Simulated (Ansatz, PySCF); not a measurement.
Energy difference R1 → P1 + P2, each structure at its B3LYP-D3(BJ)/def2-TZVP stationary point, reached from a drawn start (curvature not checked).
R1: Cl3Tl (SMILES [Cl][Tl]([Cl])[Cl]), charge 0, multiplicity 1.
P1, ClTl (SMILES [Cl][Tl]) (charge 0, multiplicity 1, Z-matrix in Å and degrees):
```
Tl
Cl 1 2.5324
```
P2, Cl2 (SMILES ClCl) (charge 0, multiplicity 1, Z-matrix in Å and degrees):
```
Cl
Cl 1 2.0135
```

P less R. No zero-point or thermal terms; no spin–orbit coupling.

Frozen-core correlation throughout. In cc and def2 sets filled d and f shells under p-block atoms count as core.

Codes used: Ansatz (a first-principles code); PySCF for M06-2X and the D3/D4 terms. Each number belongs to the level named beside it. Elements past Kr take the def2 small-core potentials, without spin–orbit coupling.

Estimate the reaction energy that B2PLYP-D3(BJ)/def2-TZVPP returns for this input.

138 kJ/mol

What is the computed reaction energy (M06-2X/def2-TZVPP)?

120 kJ/mol

What reaction energy does MP2/def2-QZVPP give?

167 kJ/mol
